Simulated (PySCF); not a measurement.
SiClFI₂, SMILES F[Si](Cl)(I)I.

Coordinates come from a B3LYP-D3(BJ)/def2-SVP optimisation. The def2 effective core potentials stand for the cores of I; spin–orbit coupling is left out.

All values below come from TDA-PBE/def2-SVPD run with PySCF 2.14.0.

Vertical excitations. Gas-phase values at a fixed geometry. State labels are in the subgroup Cs.

Computed lowest excited states:
```json
[
 {"state": "S1", "symmetry": "A\"", "energy (eV)": "4.09", "λ (nm)": "303", "f": "0.014", "main pairs": "HOMO→LUMO 97 %"},
 {"state": "S2", "symmetry": "A\"", "energy (eV)": "4.22", "λ (nm)": "294", "f": "0.005", "main pairs": "HOMO−1→LUMO 98 %"},
 {"state": "S3", "symmetry": "A'", "energy (eV)": "4.49", "λ (nm)": "276", "f": "0.007", "main pairs": "HOMO−2→LUMO 98 %"},
 {"state": "S4", "symmetry": "A'", "energy (eV)": "4.71", "λ (nm)": "263", "f": "0.004", "main pairs": "HOMO−3→LUMO 98 %"},
 {"state": "S5", "symmetry": "A\"", "energy (eV)": "5.66", "λ (nm)": "219", "f": "0.043", "main pairs": "HOMO−4→LUMO 79 %"},
 {"state": "S6", "symmetry": "A\"", "energy (eV)": "5.78", "λ (nm)": "215", "f": "0.000", "main pairs": "HOMO→LUMO+1 99 %"},
 {"state": "S7", "symmetry": "A'", "energy (eV)": "5.90", "λ (nm)": "210", "f": "0.001", "main pairs": "HOMO−5→LUMO 53 %, HOMO→LUMO+2 44 %"},
 {"state": "S8", "symmetry": "A'", "energy (eV)": "5.91", "λ (nm)": "210", "f": "0.014", "main pairs": "HOMO→LUMO+2 51 %, HOMO−5→LUMO 43 %"},
 {"state": "S9", "symmetry": "A\"", "energy (eV)": "6.03", "λ (nm)": "206", "f": "0.003", "main pairs": "HOMO−1→LUMO+1 54 %, HOMO→LUMO+3 43 %"},
 {"state": "S10", "symmetry": "A'", "energy (eV)": "6.09", "λ (nm)": "204", "f": "0.010", "main pairs": "HOMO−1→LUMO+2 96 %"},
 {"state": "T1", "symmetry": "A\"", "energy (eV)": "3.70", "λ (nm)": "335", "f": "0", "main pairs": "HOMO→LUMO 100 %"},
 {"state": "T2", "symmetry": "A\"", "energy (eV)": "3.89", "λ (nm)": "319", "f": "0", "main pairs": "HOMO−1→LUMO 100 %"},
 {"state": "T3", "symmetry": "A'", "energy (eV)": "4.13", "λ (nm)": "300", "f": "0", "main pairs": "HOMO−2→LUMO 99 %"},
 {"state": "T4", "symmetry": "A'", "energy (eV)": "4.36", "λ (nm)": "285", "f": "0", "main pairs": "HOMO−3→LUMO 99 %"}
]
```
Triplets are in the Tamm–Dancoff approximation.
